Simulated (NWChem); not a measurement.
System: ZrCl4; SMILES [Cl][Zr]([Cl])([Cl])[Cl]

The following NWChem deck was run.

```
start job
memory heap 200 mb stack 900 mb global 1100 mb
geometry units angstroms noautoz
  Zr     0.000000     0.000000     0.000000
  Cl    -1.540434     1.106624    -1.341229
  Cl     1.540434    -1.106624    -1.341229
  Cl     1.106624     1.540434     1.341229
  Cl    -1.106624    -1.540434     1.341229
end
basis spherical
  * library def2-svp
end
ecp
  Zr library def2-ecp
end
dft
  xc pbe0
  iterations 200
  convergence nolevelshifting
end
task dft gradient
```

NWChem printed, in part:

```
             Northwest Computational Chemistry Package (NWChem) 7.3.0
             --------------------------------------------------------

 D2D symmetry detected

                             Geometry "geometry" -> ""
                             -------------------------

 Output coordinates in angstroms (scale by  1.889725989 to convert to a.u.)

  No.       Tag          Charge          X              Y              Z
 ---- ---------------- ---------- -------------- -------------- --------------
    1 Zr                  40.0000     0.00000000     0.00000000     0.00000000
    2 Cl                  17.0000    -1.34118485     1.34118485    -1.34122900
    3 Cl                  17.0000     1.34118485    -1.34118485    -1.34122900
    4 Cl                  17.0000     1.34118485     1.34118485     1.34122900
    5 Cl                  17.0000    -1.34118485    -1.34118485     1.34122900

 Effective nuclear repulsion energy (a.u.)     861.4932306886

      Symmetry information
      --------------------

 Group name             D2d
 Group number             32
 Group order               8
 No. of unique centers     2

                                 NWChem DFT Module
                                 -----------------

 Summary of "ao basis" -> "ao basis" (spherical)
 ------------------------------------------------------------------------------
       Tag                 Description            Shells   Functions and Types
 ---------------- ------------------------------  ------  ---------------------
 Zr                         def2-svp                11       31   5s3p2d1f
 Cl                         def2-svp                 8       18   4s3p1d

      Symmetry analysis of basis
      --------------------------

        a1         21
        a2          6
        b1          7
        b2         19
        e          50

            General Information
            -------------------
          SCF calculation type: DFT
          Wavefunction type:  closed shell.
          No. of atoms     :     5
          No. of electrons :    80
           Alpha electrons :    40
            Beta electrons :    40
          Charge           :     0
          Spin multiplicity:     1
          Use of symmetry is: on ; symmetry adaption is: on
          Maximum number of iterations: 200
          AO basis - number of functions:   103
                     number of shells:    43
          Convergence on energy requested:  1.00D-06
          Convergence on density requested:  1.00D-05
          Convergence on gradient requested:  5.00D-04

              XC Information
              --------------
                         PBE0 Method XC Functional
                     Hartree-Fock (Exact) Exchange  0.250
          PerdewBurkeErnzerhof Exchange Functional  0.750
            Perdew 1991 LDA Correlation Functional  1.000 local
           PerdewBurkeErnz. Correlation Functional  1.000 non-local

             Grid Information
             ----------------
          Grid used for XC integration:  medium
          Radial quadrature: Mura-Knowles
          Angular quadrature: Lebedev.
          Tag              B.-S. Rad. Rad. Pts. Rad. Cut. Ang. Pts.
          ---              ---------- --------- --------- ---------
          Zr                  1.55      123          10.0       590
          Cl                  1.00       88          10.0       590
          Grid pruning is: on
          Number of quadrature shells:   211
          Spatial weights used:  Erf1

      Superposition of Atomic Density Guess
      -------------------------------------

 Sum of atomic energies:       -1890.79356147

      Non-variational initial energy
      ------------------------------

 Total energy =   -1884.159278
 1-e energy   =   -3470.253523
 2-e energy   =    1158.325636
 HOMO         =      -0.452729
 LUMO         =       0.006639

      Symmetry analysis of molecular orbitals - initial
      -------------------------------------------------

  Numbering of irreducible representations:

     1 a1          2 a2          3 b1          4 b2          5 e

  Orbital symmetries:

     1 a1          2 b2          3 e           4 e           5 a1
     6 b2          7 e           8 e           9 a1         10 e
    11 e          12 b2         13 a1         14 b1         15 e
    16 e          17 b2         18 a2         19 e          20 e
    21 a1         22 b2         23 e          24 e          25 a1
    26 e          27 e          28 b2         29 a1         30 a1
    31 b1         32 e          33 e          34 b2         35 b2
    36 e          37 e          38 a2         39 e          40 e
    41 a1         42 b1         43 a1         44 b2         45 e
    46 e          47 b2         48 e          49 e          50 a1

 !! scf_movecs_sym_adapt:    5 vectors were symmetry contaminated

  Symmetry fudging

   convergence    iter        energy       DeltaE   RMS-Dens  Diis-err
 ---------------- ----- ----------------- --------- --------- ---------
 d= 0,ls=0.0,diis     1  -1886.7598819874 -2.31D+03  3.48D-02  1.30D+00

 !! scf_movecs_sym_adapt:    3 vectors were symmetry contaminated

  Symmetry fudging
 d= 0,ls=0.0,diis     2  -1884.4333398185  2.33D+00  2.39D-02  2.11D+01

 !! scf_movecs_sym_adapt:    3 vectors were symmetry contaminated

  Symmetry fudging
 d= 0,ls=0.0,diis     3  -1886.9748034502 -2.54D+00  2.06D-03  8.42D-02

 !! scf_movecs_sym_adapt:    2 vectors were symmetry contaminated

  Symmetry fudging
 d= 0,ls=0.0,diis     4  -1886.9868471621 -1.20D-02  2.64D-04  1.11D-03

 !! scf_movecs_sym_adapt:    3 vectors were symmetry contaminated

  Symmetry fudging
 d= 0,ls=0.0,diis     5  -1886.9869919104 -1.45D-04  3.82D-05  1.81D-05

 !! scf_movecs_sym_adapt:    3 vectors were symmetry contaminated

  Symmetry fudging
  Resetting Diis
 d= 0,ls=0.0,diis     6  -1886.9869942869 -2.38D-06  1.20D-05  1.28D-06

 !! scf_movecs_sym_adapt:    5 vectors were symmetry contaminated

  Symmetry fudging
 d= 0,ls=0.0,diis     7  -1886.9869944592 -1.72D-07  1.79D-06  6.89D-09

         Total DFT energy =    -1886.986994459151
      One electron energy =    -3472.565166070556
           Coulomb energy =     1276.163530443184
    Exchange-Corr. energy =     -118.353967570966
 Nuclear repulsion energy =      427.768608739188

 Numeric. integr. density =       80.000001405254

                  Occupations of the irreducible representations
                  ----------------------------------------------

                     irrep           alpha         beta
                     --------     --------     --------
                     a1                8.0          8.0
                     a2                2.0          2.0
                     b1                2.0          2.0
                     b2                8.0          8.0
                     e                20.0         20.0

                       DFT Final Molecular Orbital Analysis
                       ------------------------------------

 Vector   38  Occ=2.000000D+00  E=-3.571619D-01  Symmetry=a2
              MO Center=  4.1D-14,  2.4D-13, -4.4D-13, r^2= 6.4D+00
   Bfn.  Coefficient  Atom+Function         Bfn.  Coefficient  Atom+Function
  ----- ------------  ---------------      ----- ------------  ---------------
    42      0.233343  2 Cl px                43      0.233343  2 Cl py
    60     -0.233343  3 Cl px                61     -0.233343  3 Cl py
    78      0.233343  4 Cl px                79     -0.233343  4 Cl py
    96     -0.233343  5 Cl px                97      0.233343  5 Cl py
    39      0.171201  2 Cl px                40      0.171201  2 Cl py

 Vector   39  Occ=2.000000D+00  E=-3.571612D-01  Symmetry=e
              MO Center=  7.2D-15,  4.8D-14,  2.8D-01, r^2= 6.3D+00
   Bfn.  Coefficient  Atom+Function         Bfn.  Coefficient  Atom+Function
  ----- ------------  ---------------      ----- ------------  ---------------
    80      0.278152  4 Cl pz                98     -0.278152  5 Cl pz
    42      0.227857  2 Cl px                60      0.227857  3 Cl px
    78     -0.227862  4 Cl px                96     -0.227862  5 Cl px
    77      0.204077  4 Cl pz                95     -0.204077  5 Cl pz
    44     -0.177559  2 Cl pz                62      0.177559  3 Cl pz

 Vector   40  Occ=2.000000D+00  E=-3.571612D-01  Symmetry=e
              MO Center=  7.0D-13, -1.1D-12, -2.8D-01, r^2= 6.3D+00
   Bfn.  Coefficient  Atom+Function         Bfn.  Coefficient  Atom+Function
  ----- ------------  ---------------      ----- ------------  ---------------
    44      0.278152  2 Cl pz                62     -0.278152  3 Cl pz
    43      0.227862  2 Cl py                61      0.227862  3 Cl py
    79     -0.227857  4 Cl py                97     -0.227857  5 Cl py
    41      0.204077  2 Cl pz                59     -0.204077  3 Cl pz
    80      0.177559  4 Cl pz                98     -0.177559  5 Cl pz

[...]

                         DFT ENERGY GRADIENTS

    atom               coordinates                        gradient
                 x          y          z           x          y          z
   1 Zr      0.000000   0.000000   0.000000    0.000000   0.000000   0.000000
   2 Cl     -2.534472   2.534472  -2.534555    0.000000  -0.000000  -0.000001
   3 Cl      2.534472  -2.534472  -2.534555   -0.000000   0.000000  -0.000001
   4 Cl      2.534472   2.534472   2.534555   -0.000000  -0.000000   0.000001
   5 Cl     -2.534472  -2.534472   2.534555    0.000000   0.000000   0.000001
```

Level: PBE0/def2-SVP with def2 effective core potentials on Zr. Structure relaxed at the PBE0/def2-SVP level. No frequency run checked for a minimum. def2 effective core potentials on Zr; no spin-orbit coupling.
